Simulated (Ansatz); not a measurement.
Be2O3, relaxed as a singlet with RKS PBE-D4/def2-TZVP in Ansatz, starting from the GFN2-xTB geometry. Force threshold 0.02 eV/Å.

The structure holds 1 bond(s) between oxygen atoms. The restricted singlet is unstable towards broken spin symmetry in Hartree–Fock (as tested in another run); at PBE-D4/def2-TZVP this wasn't settled. Another isomer (singlet) lies 0.83 eV lower at PBE0-D4/def2-TZVP; other spin states weren't run for this one.

Start:

```csv
atom,x (Å),y (Å),z (Å)
Be1,0.596,0.622,-0.407
Be2,-0.536,-0.341,0.712
O3,0.431,-0.995,-0.423
O4,0.206,0.942,1.021
O5,-0.698,-0.228,-0.904
```

**Question.** Estimate the energy that the relaxation releases and the steps that it takes.

**Answer.** 0.27 eV, in 5 steps; 3 s on 4 threads of Arm Neoverse V1 on a shared host. No frequencies were taken in this run, so the end may be a saddle point.

**Question.** Does the start keep its bonding and symmetry?

**Answer.** By distances, no bond broke or formed. The bond that changes most is O3–O5, from 1.45 to 1.56 Å (atoms count from 1). Point group C2v at the start, C2v at the end, both within 0.05 Å.

**Question.** Predict the relaxed structure.

**Answer.** 
Cartesian coordinates in Å:
```
Be 0.568 0.606 -0.365
Be -0.502 -0.305 0.692
O 0.471 -1.044 -0.424
O 0.210 0.960 1.040
O -0.746 -0.217 -0.942
```
Bond lengths (bridged metal pairs left out): 6 × Be–O 1.49 to 1.65 Å; 1 × O–O 1.56 Å.
